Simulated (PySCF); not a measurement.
A geometry optimisation on `C#Cc1c(CCC(Cl)Cl)c1=O`.

Method: PBE0-D3(BJ)/def2-SVP geometry optimisation, gas phase (PySCF 2.14.0). Start geometry: GFN2-xTB. The input is one job of a driver script: a line of settings, then coordinates in Å.

Input:
```
{"job": {"xc": "PBE0", "basis": "def2-SVP", "d3": "d3bj", "grid": 1, "kind": "geom"}, "charge": 0, "multiplicity": 1}
C      4.178742     0.126157     1.619610
C      3.229630    -0.057800     0.899158
C      2.198736    -0.300358     0.022607
C      0.862191    -0.213889    -0.246789
C     -0.451309     0.220317     0.244603
C     -1.560185    -0.122320    -0.753155
C     -2.932631     0.319653    -0.281187
Cl    -3.367367    -0.472503     1.255724
Cl    -2.994486     2.087957    -0.061246
C      1.689240    -0.804748    -1.234984
O      1.879047    -1.328643    -2.291380
H      4.992978     0.291989     2.259505
H     -0.426943     1.300583     0.421008
H     -0.650869    -0.258485     1.208733
H     -1.354838     0.362320    -1.710144
H     -1.585607    -1.201813    -0.916474
H     -3.713329     0.063611    -1.000083
```

Output:
```
step   0  E = -1302.64043267  max force = 0.020247
step   1  E = -1302.64240668  max force = 0.003549
step   2  E = -1302.64244969  max force = 0.000917
step   3  E = -1302.64245586  max force = 0.000409
optimisation converged
```

Energies in Eh; «max force» is the largest Cartesian gradient component in Eh/bohr.

How much energy does the optimisation release, in eV?

E(step 0) − E(last step) = 0.002023 Eh, which is 0.055 eV.

Give the first gradient maximum in eV/Å.

With 1 Eh/bohr = 51.422 eV/Å, 1.041 eV/Å.

In short: final energy -1302.64246 Eh after 3 steps; dipole 2.55 D.

The run took about 2.9 min of CPU time (one thread, shared machine).
Labels such as C1 count atoms from 1, the log's own numbers from 0.
